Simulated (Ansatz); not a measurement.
**One elementary step**

Start structure (SiNH$_{5}$BrCl, closed shell), relaxed at PBE0-D4/def2-TZVP:

```
atom    x (Å)    y (Å)    z (Å)
 Si1  -0.4069  -0.9924  -0.2678
 Cl2   1.5130  -1.3161   0.5008
  H3  -0.6116  -2.0845  -1.2408
  H4  -1.2981  -1.0605   0.9069
  N5  -0.6131   0.4986  -1.0465
  H6   1.3896   0.8375   1.5969
 Br7   0.8926   2.1123   2.0214
  H8  -0.2324   0.6552  -1.9659
  H9  -0.6331   1.3497  -0.5050
```

The step: SiNH₄Cl ([NH2][SiH2][Cl]) + HBr → SiNH₄Br ([NH2][SiH2][Br]) + HCl; bonds formed: Si1–Br7, Cl2–H6; bonds broken: Si1–Cl2, H6–Br7. Program: Ansatz 0.2.0. Basis: def2-TZVPP and def2-QZVPP. Cores are frozen in the correlated methods. Filled d shells of the heavier atoms are correlated. The def2 sets are not built for correlating such inner shells, so the correlated values are less sure here. Extrapolation: Hartree–Fock as exp(−7.88 √X), correlation as X^−2.97. Energies below are by CCSD(T) at an estimated basis limit (MP2 extrapolated from triple and quadruple zeta, plus CCSD(T) − MP2 in triple zeta).

Q: What are the electronic barrier and the energy of the step, from the start structure to the end structure? (An estimate is asked for; the value comes from the calculation.)

A: Computed: Barrier 1.466 eV; step energy 0.008 eV (uphill); reverse barrier, their difference, 1.458 eV. Barrier and step energy count from the start structure, the reverse barrier from the end structure.

The saddle point: One imaginary mode of 273i cm⁻¹.
```tsv
pair	start (Å)	saddle (Å)	end (Å)
Si1–Br7	4.07	2.60	2.27
Cl2–H6	2.42	1.40	1.29
Si1–Cl2	2.09	2.52	3.93
H6–Br7	1.43	1.89	2.50
```

Zero-point energy (harmonic, PBE0-D4): ZPE is 1.433 eV at the start and 1.421 eV at the saddle, so the barrier goes from 1.466 to 1.454 eV.

T1 diagnostic: at most 0.010.

Labels in which every atom is bracketed show which atoms are joined, not bond orders.

For scale, one of the runs: CCSD(T)/def2-TZVPP, 233 basis functions, launched by `ansatz run in.yaml --threads 8 --pin off --events-out ev --progress --plain --max-ram 19148MiB`. Time: 76 s of wall clock on 8 CPU threads of an Arm Neoverse V2; the host was shared. Peak host memory: 4 GiB.
